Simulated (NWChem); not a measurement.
System: ZnF cation; SMILES [F][Zn+]

Input file for NWChem:

```
start job
memory heap 200 mb stack 900 mb global 1100 mb
charge 1
geometry units angstroms noautosym nocenter noautoz
  Zn     0.000000     0.000000    -0.392321
  F      0.000000     0.000000     1.326688
end
basis spherical
  * library def2-svpd
end
dft
  xc slater vwn_5
  iterations 150
end
tddft
  cis
  nroots 8
  notriplet
end
task tddft energy
```

All runs use the structure optimised with PBE0/def2-SVP.

Vertical excitations in the gas phase.

Problem. Give the results of this calculation. (LDA (Slater exchange, VWN5)/def2-SVPD, TDA.) Quantities: lowest excitation, singlet (eV); oscillator strength of that lowest state; lowest state with f > 0.02, singlet (eV); oscillator strength of that bright state; orbital gap (eV).

Solution. 
```json
{
 "lowest excitation, singlet (eV)": "2.68",
 "oscillator_strength_of_that_lowest_state": "0.005",
 "lowest state with f > 0.02, singlet (eV)": "5.46",
 "oscillator_strength_of_that_bright_state": "0.119",
 "orbital gap (eV)": "2.47"
}
```
